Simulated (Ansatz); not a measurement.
`CC(C)[NH][Ge]([Cl])([Cl])[Cl]`. The species carries charge 0 and has multiplicity 1. All single points use the PBE0-D4/def2-TZVP geometry. It is one conformer, not always the lowest.

```xyz
16

C    -0.119    1.281   -1.496
C     0.315    0.305   -0.415
C     1.208    0.973    0.620
N    -0.872   -0.309    0.178
Ge   -0.879   -1.989    0.802
Cl   -0.368   -3.312   -0.784
Cl    0.500   -2.425    2.387
Cl   -2.834   -2.399    1.529
H     0.749    1.725   -1.988
H    -0.730    0.779   -2.246
H    -0.709    2.094   -1.062
H     0.878   -0.503   -0.895
H     1.532    0.261    1.382
H     0.671    1.785    1.120
H     2.097    1.401    0.150
H    -1.438    0.333    0.716
```

**Question.** What is the dipole moment at ωB97M-V/def2-TZVPP? (An estimate is asked.)

**Answer.** Computed: 2.78 D, with components (0.55, 2.67, -0.56) D in this frame, pointing from negative to positive charge.

**Question.** And with PBE, r2SCAN, B3LYP? (An estimate is asked.)

**Answer.** The calculation gave: PBE 2.83 D, r2SCAN 2.92 D, B3LYP 2.83 D.

**Question.** Give the Mulliken charges with ωB97M-V, r2SCAN, PBE in def2-TZVPP. (An estimate is asked.)

**Answer.** Ansatz gave: 
| atom | ωB97M-V | r2SCAN | PBE |
| --- | --- | --- | --- |
| C1 | -0.29 | -0.14 | -0.25 |
| C2 | 0.00 | 0.20 | 0.11 |
| C3 | -0.28 | -0.16 | -0.24 |
| N4 | -0.27 | -0.31 | -0.23 |
| Ge5 | 0.70 | 0.81 | 0.70 |
| Cl6 | -0.22 | -0.27 | -0.24 |
| Cl7 | -0.23 | -0.28 | -0.25 |
| Cl8 | -0.22 | -0.27 | -0.24 |
| H9 | 0.10 | 0.04 | 0.08 |
| H10 | 0.12 | 0.06 | 0.09 |
| H11 | 0.10 | 0.04 | 0.07 |
| H12 | 0.08 | 0.01 | 0.04 |
| H13 | 0.11 | 0.06 | 0.09 |
| H14 | 0.10 | 0.04 | 0.07 |
| H15 | 0.10 | 0.04 | 0.07 |
| H16 | 0.11 | 0.13 | 0.13 |

B3LYP here is the variant with VWN-RPA as its local correlation; programs differ in this.
